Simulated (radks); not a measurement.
Task: All-electron atom: the zinc ion Zn3+ in [Ar] 3d8.5 4s0.5 (fractional occupations, a model configuration). Calculated with a radial shooting solver on a logarithmic mesh with Libxc functionals: scalar-relativistic Kohn-Sham, TASK exchange with Perdew-Wang LDA correlation, spin-polarised, spherical densities, finite nucleus; open shells are filled with parallel spins first; meta-GGA in the generalised Kohn-Sham scheme; Fermi nuclear charge, rms radius 3.9283 fm. Some entries of the table are withheld. Estimate them.

| orbital | occ. | eigenvalue (Ry) | <r^2> (bohr^2) | r(max) (bohr) |
|---|---|---|---|---|
| 1s up | 1 | -705.8211 | 0.003417 | 0.03292 |
| 1s down | 1 | -705.8183 | 0.003417 | 0.03292 |
| 2s up | 1 | -89.67844 | 0.06058 | 0.1894 |
| 2s down | 1 | -89.55418 | 0.06048 | 0.1893 |
| 2p up | 3 | -78.14211 | 0.04838 | 0.1522 |
| 2p down | 3 | -78.05069 | 0.04826 | 0.1521 |
| 3s up | 1 | -13.39150 | 0.5296 | 0.5873 |
| 3s down | 1 | -13.21127 | 0.5311 | 0.5881 |
| 3p up | 3 | -9.89231 | 0.5826 | 0.5904 |
| 3p down | 3 | -9.70478 | 0.5835 | 0.5914 |
| 3d up | 5 | -4.17133 | 0.7915 | 0.5561 |
| 3d down | 3.5 | -3.95406 | 0.7888 | 0.5594 |
| 4s up | 0.5 | (1) | 4.364 | 1.739 |

Result: 
(1) 4s up eigenvalue (Ry): -2.68661
